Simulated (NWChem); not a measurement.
CrN2H3OCl; SMILES [NH]=[Cr]([NH2])(=[O])[Cl]

```xyz
8

Cr     0.0611    -0.3099    -0.0508
O      0.6107    -0.8040     1.2882
N      1.0277    -0.6823    -1.2666
H      1.9474    -1.1388    -1.2789
Cl    -0.1392     1.8419     0.0370
N     -1.4971    -1.0717    -0.3817
H     -1.7727    -1.4395    -1.2872
H     -2.1305    -1.3304     0.3710
```
Atoms are numbered in this order, from 1.

Program: NWChem. STO-3G and 3-21G are far too small for this property and stand as cheap habits. The geometry was optimised at PBE0/def2-SVP. Not confirmed as a minimum by frequencies. GIAO values for the isolated, static molecule; σ is the absolute isotropic shielding, δ = σ(reference) − σ with the isolated reference molecule computed at the same levels (1H: tetramethylsilane, 15N: ammonia, 17O: water).

For level Hartree-Fock/STO-3G:

| Quantity | Value |
|---|---|
| σ Cr1 (ppm) | -7133.6 |
| δ O2 (ppm) | 1193.2 |
| δ N3 (ppm) | 4366.8 |
| δ H4 (ppm) | 228.20 |
| σ Cl5 (ppm) | 1036.6 |
| δ H7 (ppm) | 18.34 |
| δ H8 (ppm) | -8.21 |

Q: How do the values read with level PBE0/pcSseg-1 instead?

A: The σ Cr1 (ppm) comes out as -3244.1 and the δ O2 (ppm) is 1315.7. The δ N3 (ppm) is 789.1, the δ H4 (ppm) is 25.34 and the σ Cl5 (ppm) is 613.2. The δ H7 (ppm) comes out as 10.20 and the δ H8 (ppm) comes out as 10.26.
